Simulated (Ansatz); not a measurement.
Program: Ansatz. Geometries: PBE0-D4/def2-TZVP. ΔE: electronic, gas phase. CBS: MP2 limit from def2 TZ/QZ plus the TZ coupled-cluster correction, frozen cores. This one scheme is used for every species. DFT in def2-TZVPP. B3LYP here is the variant with VWN-RPA as its local correlation; programs differ in this. Each species was taken in one conformer, which may not be the lowest.

`N[SiH2]P` + `CBCl` → `N[SiH2]CBCl` + PH₃  (formal exchange of groups at the Si–P bond)

`N[SiH2]P`:

Z-matrix (Å, degrees):
```
Si
P 1 2.257
N 1 1.718 2 108.0
H 1 1.494 2 110.1 3 -126.2
H 1 1.487 2 109.1 3 115.8
H 2 1.424 1 92.6 3 68.3
H 2 1.423 1 93.3 3 161.0
H 3 1.007 1 119.9 2 149.4
H 3 1.007 1 121.1 2 -63.7
```

`CBCl`:

Z-matrix (Å, degrees):
```
C
B 1 1.548
H 1 1.097 2 109.5
H 1 1.090 2 114.9 3 123.3
H 1 1.097 2 108.9 3 -114.1
Cl 2 1.750 1 121.7 3 -125.1
H 2 1.194 1 122.7 3 55.2
```

`N[SiH2]CBCl`:

Z-matrix (Å, degrees):
```
Si
C 1 1.890
N 1 1.718 2 109.4
H 1 1.492 2 107.2 3 126.2
H 1 1.486 2 110.0 3 -116.7
B 2 1.530 1 109.4 3 -60.9
H 2 1.094 1 104.7 3 59.7
H 2 1.094 1 105.3 3 176.7
H 3 1.007 1 120.9 2 58.4
H 3 1.007 1 119.4 2 -157.3
Cl 6 1.756 2 121.1 1 -92.0
H 6 1.195 2 123.2 1 84.0
```

PH₃:

Cartesian coordinates in Å:
```
P -0.384 -0.430 -0.068
H 0.818 -0.574 0.675
H -0.708 0.806 0.550
H 0.274 0.198 -1.157
```

**Question.** Is it downhill or uphill in electronic energy at CCSD(T)/CBS, and by how much? (Best estimate.)

**Answer.** Computed: Nearly level: ΔE = +0.2 kcal/mol.

**Question.** What do these levels give: B3LYP-D4, B2PLYP, PBE0, B3LYP, HF/def2-TZVPP, SCS-MP2/def2-TZVPP, CCSD(T)/def2-TZVPP, HF/def2-QZVPP, MP2/def2-QZVPP, HF/CBS(def2), MP2/CBS(def2), CCSD/CBS(def2)? (An estimate is asked.)

**Answer.** Computed: B3LYP-D4 0.4, B2PLYP 0.6, PBE0 2.0, B3LYP 1.4, HF/def2-TZVPP 0.7, SCS-MP2/def2-TZVPP -0.8, CCSD(T)/def2-TZVPP -0.6, HF/def2-QZVPP 0.7, MP2/def2-QZVPP -0.4, HF/CBS(def2) 0.7, MP2/CBS(def2) -0.1, CCSD/CBS(def2) 0.3 kcal/mol.

Largest T1 diagnostic among the species: 0.013.

In def2-TZVPP, CCSD(T) changes the Hartree–Fock value by −1.3 kcal/mol (the triples alone add −0.1 kcal/mol) and MP2 by −1.6 kcal/mol. The D4 term adds −1.0 kcal/mol with B3LYP and −0.6 kcal/mol with PBE0; it sums over pairs of atoms, weighted by their polarisabilities, and B3LYP, whose exchange is more repulsive, gets the larger term.
